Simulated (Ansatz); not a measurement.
`[OH][GaH][SiH2]F` + H–F → `[OH][GaH][F]` + `F[SiH3]`  (cleavage of the Ga–Si bond)

Isolated molecules relaxed with PBE0-D4/def2-TZVP in Ansatz; ΔE leaves out vibrations. CCSD(T)/CBS adds triple-zeta CCSD(T) − MP2 to the extrapolated MP2 energy (def2 sets, frozen cores). This one scheme is used for every species. Functionals use def2-TZVPP. HSE06 is defined as in plane-wave codes. For Ga outer-core shells are correlated without core-valence functions, which leaves a few kJ/mol of doubt a bond. Scalar relativity is left out up to krypton. Each species was taken in one conformer, which may not be the lowest.

```json
{"level": "r2SCAN-D4", "ΔE (kJ/mol)": "-84.7", "difference from CCSD(T)/CBS": "-4.7"}
{"level": "B97M-V", "ΔE (kJ/mol)": "-86.5", "difference from CCSD(T)/CBS": "-6.5"}
{"level": "HSE06-D4", "ΔE (kJ/mol)": "-70.3", "difference from CCSD(T)/CBS": "9.7"}
{"level": "ωB97X-V", "ΔE (kJ/mol)": "-89.2", "difference from CCSD(T)/CBS": "-9.2"}
{"level": "ωB97M-V", "ΔE (kJ/mol)": "-86.3", "difference from CCSD(T)/CBS": "-6.3"}
{"level": "LC-ωPBE", "ΔE (kJ/mol)": "-86.2", "difference from CCSD(T)/CBS": "-6.2"}
{"level": "HF/def2-TZVPP", "ΔE (kJ/mol)": "-114.0", "difference from CCSD(T)/CBS": "-34.0"}
{"level": "MP2/def2-TZVPP", "ΔE (kJ/mol)": "-93.4", "difference from CCSD(T)/CBS": "-13.4"}
{"level": "CCSD(T)/def2-TZVPP", "ΔE (kJ/mol)": "-87.5", "difference from CCSD(T)/CBS": "-7.5"}
{"level": "MP2/CBS(def2)", "ΔE (kJ/mol)": "-85.8", "difference from CCSD(T)/CBS": "-5.8"}
{"level": "CCSD(T)/CBS", "ΔE (kJ/mol)": "-80.0", "difference from CCSD(T)/CBS": "0"}
```

Largest T1 diagnostic among the species: 0.015.

In def2-TZVPP, CCSD(T) changes the Hartree–Fock value by +26.4 kJ/mol (the triples alone add +2.6 kJ/mol) and MP2 by +20.6 kJ/mol. From PBE to PBE0 (25 % exact exchange), in def2-TZVPP and without D4, ΔE moves by −3.9 kJ/mol.
